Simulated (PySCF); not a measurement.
# Bond curve of ReC

Set-up: PySCF, scalar-relativistic core potentials, basis sets Re def2-TZVPP with ECP60, C def2-TZVPP. Energies in eV from Re (5d5 6s2) + C in their ground configurations at the same level. State: ⁴Σ⁻ (quartet), unpaired electrons σ ↑, δ ↑↑.

All columns are PBE0. A positive dipole means Re(−)C(+).

| R (Å) | E (eV) | μ (D) | Mulliken charge on Re (basis-dependent) | HOMO (eV) | LUMO (eV) | Mayer bond order | ⟨S²⟩ |
| --- | --- | --- | --- | --- | --- | --- | --- |
| 1.454 | -3.832 | -2.85 | 0.18 | -6.03 | -2.82 | 3.31 | 3.78 |
| 1.522 | -4.890 | -3.17 | 0.17 | -6.17 | -2.92 | 3.26 | 3.79 |
| 1.589 | -5.466 | -3.41 | 0.17 | -6.28 | -2.99 | 3.19 | 3.81 |
| 1.640 | -5.664 | -3.55 | 0.18 | -6.35 | -3.02 | 3.12 | 3.83 |
| 1.691 | -5.712 | -3.66 | 0.18 | -6.40 | -3.03 | 3.05 | 3.87 |
| 1.742 | -5.648 | -3.73 | 0.19 | -6.45 | -3.02 | 2.97 | 3.92 |
| 1.809 | -5.439 | -3.77 | 0.20 | -6.50 | -2.99 | 2.84 | 4.04 |
| 1.894 | -5.060 | -3.78 | 0.22 | -6.55 | -2.96 | 2.63 | 4.25 |
| 1.995 | -4.535 | -3.74 | 0.26 | -6.58 | -2.93 | 2.34 | 4.58 |
| 2.131 | -3.837 | -3.69 | 0.30 | -6.58 | -2.92 | 1.97 | 5.03 |

A fit through these points gives, at Re = 1.685 Å, μ = -3.65 D and dμ/dR = -1.75 D/Å; the reduced mass is 11.28 u.

Task: How strong is the fundamental in the double-harmonic approximation, I = 42.26·(dμ/dR)²/μred km/mol?

Result: I = 42.26·(-1.75)²/11.28 = 11.5 km/mol at PBE0.

The metal atom is held in its measured ground configuration; semilocal functionals can put another filling of s and d lower by some tenths of an eV, and De to that atom would be smaller. ⟨S²⟩ of the unrestricted solution departs from its pure value on part of the curve, where spin states mix. Spin–orbit coupling is left out, which matters for elements this heavy, above all for dissociation energies. With d or f electrons several states lie close, and the lowest PBE0 determinant need not be the measured ground state.
